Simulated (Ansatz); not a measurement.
Species: Si, charge 0, triplet.

Hartree-Fock and MP2 correlation energies in hartree (Ansatz, a first-principles code). UHF or UKS for unpaired electrons; spin-orbit terms are left out. Correlated methods leave the cores frozen. No relativity.

```csv
basis,X,E(HF),"E(corr, MP2)"
cc-pV(T+d)Z,3,-288.85649,-0.05613
cc-pV(Q+d)Z,4,-288.85845,-0.05985
cc-pV(5+d)Z,5,-288.85883,withheld
```

Problem. Fit E(corr) = E∞ + A/X³ to X = 3 and 4, predict X = 5, and compare with the run.

Solution. A = (-0.05613 - (-0.05985))/(1/27 - 1/64) = 0.1737; E∞ = -0.05985 - A/64 = -0.06256; at X = 5, E∞ + A/125 = -0.06117. The run gave -0.06164, 0.47 mEh below the prediction. The same form on X = 4 and 5 gives E∞ = -0.06352, 0.95 mEh below the first estimate.
